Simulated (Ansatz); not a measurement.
```yaml
crystal:
  periodic: [false, false, false]
  atoms:
    - {symbol: O, position_ang: [-1.280467, -0.797597, -0.870254]}
    - {symbol: B, position_ang: [0.071242, -0.276728, -1.334272]}
    - {symbol: O, position_ang: [0.159668, -0.587828, -2.541848]}
    - {symbol: S, position_ang: [1.036828, 0.843467, -0.171054]}
    - {symbol: Si, position_ang: [0.241119, 0.433340, 1.638360]}
    - {symbol: H, position_ang: [-1.466391, -0.663886, 0.020157]}
    - {symbol: H, position_ang: [1.040869, -0.450243, -2.789273]}
    - {symbol: H, position_ang: [0.869350, 1.504055, 2.336689]}
    - {symbol: H, position_ang: [-1.003264, 0.441370, 1.696559]}
    - {symbol: H, position_ang: [0.687140, -0.544577, 1.990526]}
basis:
  gaussian: {orbitals: x2c-TZVPPall, final_grid: {core_spheres: 8, valence_spheres: 7, degree: 23}}
hamiltonian: {xc: {name: BLYP}, dispersion: d4}
accuracy: high
relax: {f_tol: 0.0001, max_steps: 3}
output: {forces: true}
```

```sh
$ ansatz run in.yaml --threads 4 --pin off --events-out ev --progress --plain --max-ram 10444MiB
```

Shortened log:

```
Functional definition: BLYP
4688 factors; integrals over basis functions are off by at most 2.3e-9 eV
mean field evaluation 1: about -23602.7706 eV, gradient 8.9e1 eV
mean field evaluation 2: about -23496.6814 eV, gradient 2.2e2 eV
mean field evaluation 4: about -23614.6934 eV, gradient 2.5e1 eV
mean field evaluation 8: about -23615.8838 eV, gradient 3.9e-1 eV
mean field evaluation 16: about -23615.8797 eV, gradient 1.1e-4 eV
mean field -23615.87972135 eV, -867.8675723415 hartree, gradient 2.2e-8 eV, S^2 0.000000; 0 other end points of the search recorded, 0 dependent functions left out
reference -23615.87977365 eV, -867.8675742635 hartree; 28, 28 occupied and 219, 219 virtual orbitals, 4688 factors
relax step   1: F+E_penalty+E_count = -23616.41479630 eV  Δ(F+E_penalty+E_count) = +0.000e0 eV  max|allowed force component| = 1.258e1 eV/Å  Δτ_max = 0.0000 Å  (35 SCF iters, accepted)
4690 factors; integrals over basis functions are off by at most 3.2e-9 eV
mean field evaluation 32: about -23619.0129 eV, gradient 1.4e-8 eV
mean field -23619.01294776 eV, -867.9827162882 hartree, gradient 1.9e-8 eV, S^2 0.000000; 0 other end points of the search recorded, 0 dependent functions left out
reference -23619.01300445 eV, -867.9827183714 hartree; 28, 28 occupied and 219, 219 virtual orbitals, 4690 factors
relax step   2: F+E_penalty+E_count = -23619.53055088 eV  Δ(F+E_penalty+E_count) = -3.116e0 eV  max|allowed force component| = 4.597e0 eV/Å  Δτ_max = 0.1922 Å  (45 SCF iters, accepted)
4701 factors; integrals over basis functions are off by at most 3.6e-9 eV
mean field -23619.76319167 eV, -868.0102872434 hartree, gradient 2.1e-8 eV, S^2 0.000000; 0 other end points of the search recorded, 0 dependent functions left out
reference -23619.76324683 eV, -868.0102892706 hartree; 28, 28 occupied and 219, 219 virtual orbitals, 4701 factors
relax step   3: F+E_penalty+E_count = -23620.27918926 eV  Δ(F+E_penalty+E_count) = -7.486e-1 eV  max|allowed force component| = 2.127e0 eV/Å  Δτ_max = 0.1948 Å  (46 SCF iters, accepted)
Error: geometry relaxation did not converge after 3 steps: max|allowed force component| = 2.13e0 eV/Å (threshold 1.0e-4). Raise `relax.max_steps` over both its present limit and 3, loosen `relax.f_tol`, or start from a geometry closer to equilibrium. Where this run's directory can be resumed (`checkpoint.write`), a resume goes on for up to `relax.max_steps` more
```

Problem. What is wrong with this run?

Solution. The relaxation is allowed too few steps for its threshold. The run did not converge.
